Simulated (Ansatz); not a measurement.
C2H6S2Si, SMILES `[SiH3]S/C=C/S` at its PBE0-D4/def2-TZVP geometry, where that method's forces vanish. Charge 0, multiplicity 1.

```xyz
11

Si    1.9674   -0.8456    0.9408
S     1.3505    0.2217   -0.8046
C    -0.2456    0.7099   -0.2445
C    -1.3392    0.4908   -0.9709
S    -2.8827    1.1998   -0.5567
H     3.3984   -1.1787    0.7353
H     1.8016    0.0194    2.1381
H     1.1734   -2.0858    1.1316
H    -0.2924    1.2690    0.6861
H    -1.2877   -0.0748   -1.8949
H    -3.6438    0.2742   -1.1602
```

(1) What forces (eV/Å) does B3LYP-D4/def2-TZVPP give on these atoms in Ansatz 0.2.0? (Estimate.)

## Answers

(1) The calculation gave: 
```
Si1  0.113 -0.129  0.194
S2   0.190  0.016 -0.174
C3  -0.149  0.110  0.114
C4   0.156 -0.113 -0.124
S5  -0.246  0.081  0.034
H6  -0.089  0.014  0.022
H7   0.011 -0.065 -0.071
H8   0.053  0.078 -0.003
H9  -0.002 -0.044 -0.070
H10 -0.009  0.042  0.074
H11 -0.027  0.009  0.004
```

B3LYP here is the variant with VWN-RPA as its local correlation; programs differ in this.
